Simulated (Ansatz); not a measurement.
The cluster Pd4H3, relaxed as a doublet with UKS B3LYP-D4/def2-SVP in Ansatz, starting from the GFN1-xTB geometry. Force threshold 0.02 eV/Å.

In the def2 sets Pd takes a core potential; there is no spin–orbit coupling. The structure comes from a short search, and lower isomers may exist.

Start:

```xyz
7

Pd   -0.778    1.164   -0.495
Pd    0.719    0.525    1.617
Pd    1.278   -0.575   -0.929
Pd   -0.961   -1.233    0.574
H     0.219   -1.738   -0.391
H     0.156    0.460   -1.652
H    -0.633    1.397    1.276
```

| step | energy (eV) | largest force component (eV/Å) | SCF passes |
| --- | --- | --- | --- |
| 1 | -13973.9310 | 0.981 | 34 |
| 2 | -13974.0320 | 0.319 | 40 |
| 3 | -13974.0549 | 0.142 | 40 |
| 4 | -13974.0781 | 0.107 | 45 |
| 5 | -13974.0967 | 0.214 | 44 |
| 6 | -13974.1114 | 0.307 | 36 |
| 7 | -13974.1232 | 0.143 | 39 |
| 8 | -13974.1323 | 0.071 | 39 |
| 9 | -13974.1361 | 0.014 | 37 |

Force components are those of the run's own axes.

End:

```xyz
7

Pd   -1.1245    1.1027   -0.4217
Pd    0.5990    0.4911    1.6473
Pd    1.3162   -0.5413   -0.7936
Pd   -0.9407   -1.4770    0.5010
H     0.1978   -1.8543   -0.6297
H     0.1865    0.5576   -1.2363
H    -0.2344    1.7213    0.9331
```

By distances, no bond broke or formed. The bond that changes most is Pd1–Pd4, from 2.63 to 2.75 Å (atoms count from 1).

No frequencies were taken in this run, so the end may be a saddle point.

It took 82 s on 4 threads of Intel Xeon Platinum 8259CL on a shared host, peak host memory 0.56 GiB.
